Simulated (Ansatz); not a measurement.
Nb₃S₆, relaxed as a doublet with UKS r2SCAN-D4/def2-SVP in Ansatz, starting from the GFN2-xTB geometry. Force threshold 0.03 eV/Å.

In the def2 sets Nb takes a core potential; there is no spin–orbit coupling.

Start:

```xyz
9

Nb   -0.810   -1.962    0.116
Nb   -0.435    1.231   -1.674
Nb    1.223    0.739    1.571
S    -1.947   -3.835   -0.393
S     0.598   -1.436    2.071
S    -1.502   -0.982   -1.864
S     0.949    2.398   -0.229
S    -0.491    2.992   -3.071
S     2.416    0.855    3.473
```

```csv
step,energy (eV),largest force component (eV/Å),SCF passes
1,-69650.2862,2.731,89
2,-69651.6008,0.728,42
3,-69651.7916,0.284,35
4,-69651.8283,0.185,43
5,-69651.9022,0.408,39
6 (rejected),-69651.8791,0.703,42
7,-69651.9614,0.334,34
8,-69652.0081,0.169,34
9,-69652.0410,0.198,35
10,-69652.0591,0.916,42
11,-69652.1049,0.840,41
13,-69652.2430,0.397,42
15,-69652.3873,0.611,45
17,-69652.6492,0.666,50
19,-69652.9086,0.464,45
21,-69653.1312,0.395,42
23,-69653.2462,0.132,38
25,-69653.2845,0.475,39
27,-69653.3234,0.364,41
29,-69653.4094,0.338,43
31,-69653.5433,0.741,55
33,-69653.6323,0.288,54
35,-69653.6589,1.282,51
37 (rejected),-69653.8308,0.377,47
39,-69653.8798,0.049,43
40,-69653.8816,0.008,34
```

Force components are those of the run's own axes.

End:

Cartesian coordinates in Å:
```
Nb -0.9777 -0.7352 0.2768
Nb 0.3619 1.0462 -1.5637
Nb 1.5759 0.4097 1.0173
S -2.6718 -2.0043 0.7487
S 1.2810 -1.8151 0.7406
S -0.0318 -1.1277 -2.0507
S 2.4367 1.8446 -0.6868
S -1.6455 1.5356 -0.6401
S -0.3287 0.8461 2.1579
```

Bonds formed: Nb1–S8, Nb1–S9 (atoms count from 1).

No frequencies were taken in this run, so the end may be a saddle point.

Run time 2.9 min (2 threads of AMD EPYC 7R13 on a shared host and a share (18 GiB) of an NVIDIA H100 80GB HBM3), peak host memory 0.95 GiB.
